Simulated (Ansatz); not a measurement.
**How basis sets differ on BNH3F3 (SMILES [NH3+][B-](F)(F)F)**

BNH3F3 has 8 atoms, charge 0, and is taken as a singlet. SMILES: `[NH3+][B-](F)(F)F`. The coordinates come from a PBE0-D4/def2-TZVP relaxation.

Quantity: the electronic atomisation energy, in eV. The values are calculated. Electronic energies at fixed atoms, without zero-point motion or spin-orbit coupling.

```tsv
level	kind	program	value (eV)	CPU time (all runs)
PBE0/MINI	global hybrid	Ansatz	25.99	1.1 s
PBE0/LANL2DZ	global hybrid	Ansatz	31.42	2.1 s
PBE0/MIDI	global hybrid	Ansatz	33.00	1.7 s
PBE0/cc-pVDZ	global hybrid	Ansatz	33.39	8.2 s
PBE0/def2-mTZVP	global hybrid	Ansatz	33.67	2.6 s
PBE0/def2-mTZVPP	global hybrid	Ansatz	34.11	3.3 s
PBE0/def2-TZVP	global hybrid	Ansatz	33.91	4.7 s
PBE0/def2-QZVP	global hybrid	Ansatz	33.98	12 s
```

The values span 25.99 to 34.11 eV. Without the sets that lack polarisation functions the rows with a basis span only 33.39 to 34.11 eV. CPU times are rough (shared hosts, several kinds of processor): they show what a rung costs within a factor of a few.
